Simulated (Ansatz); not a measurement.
Geometry optimisation, Ansatz, RHF/def2-SVP.

Input file:

```yaml
crystal:
  periodic: [false, false, false]
  atoms:
    - { symbol: Zr, position_ang: [0.0, 0.0, 0.0] }
    - { symbol: F, position_ang: [0.0, 0.0, 2.33] }
    - { symbol: O, position_ang: [1.952, 0.0, -0.6893] }
    - { symbol: H, position_ang: [2.2684, -0.9521, -0.806] }
    - { symbol: O, position_ang: [-0.975, 1.6891, -0.6893] }
    - { symbol: H, position_ang: [-1.9328, 1.4584, -0.9117] }
    - { symbol: Cl, position_ang: [-1.1869, -2.0563, -0.8392] }
    - { symbol: S, position_ang: [-2.6612, -0.4827, 0.8987] }
    - { symbol: H, position_ang: [-3.2738, -1.4229, 0.0616] }
    - { symbol: H, position_ang: [-1.2855, -0.2332, 2.1468] }
basis:
  gaussian: { orbitals: def2-SVP }
hamiltonian:
  xc: hf
relax:
  f_tol: 0.15
  max_steps: 25
  restrain:
    - { distance: [0, 7], at: 3.75, k: 30.0 }
    - { distance: [9, 1], at: 2.12, k: 30.0 }
    - { distance: [0, 1], at: 1.98, k: 30.0 }
    - { distance: [9, 7], at: 1.4, k: 30.0 }
```

Launched with:

```bash
$ ansatz run input.yaml --threads 2 --pin off --max-ram 3072MiB --backend cpu --events-out ev --progress --plain --runs-dir out
```

Task: Where does it end, and by what steps?

Result: The forces met the threshold. The restraints hold the end off the free minimum; the threshold counts their pulls, which the force column leaves out. Restrained pairs: Zr1–S8 (2.85 → 3.75 Å), F2–H10 (1.32 → 2.13 Å), Zr1–F2 (2.33 → 1.96 Å), S8–H10 (1.87 → 1.37 Å). After 14 steps the energy has fallen by 5.739 eV (the restraints' own energy left out); H9 moved furthest, 1.20 Å.

```tsv
step	energy less start (eV)	largest force component (eV/Å)	accepted
0	0.0000	3.494	yes
1	-0.7971	4.149	yes
2	-2.0121	5.335	yes
3	-3.6444	4.367	yes
4	-4.8639	1.994	yes
5	-5.2230	1.589	yes
6	-5.4008	1.266	yes
7	-5.5438	1.081	yes
8	-5.6175	0.992	yes
9	-5.6770	0.967	yes
10	-5.7184	0.961	yes
11	-5.6830	1.686	no
12	-5.7270	0.959	yes
13	-5.7368	0.954	yes
14	-5.7389	0.953	yes
```

```xyz
10
Properties=species:S:1:pos:R:3
Zr 0.031 -0.215 -0.233
F -0.123 -0.344 1.715
O 1.896 -0.190 -0.602
H 2.805 -0.143 -0.837
O -0.731 1.396 -0.902
H -1.177 2.161 -1.220
Cl -0.852 -2.181 -1.310
S -3.317 -0.350 1.448
H -3.441 -1.661 1.231
H -2.187 -0.472 2.213
```

The run took 42 s on 2 threads of Arm Neoverse V2, on a shared host, peak memory 0.31 GiB.
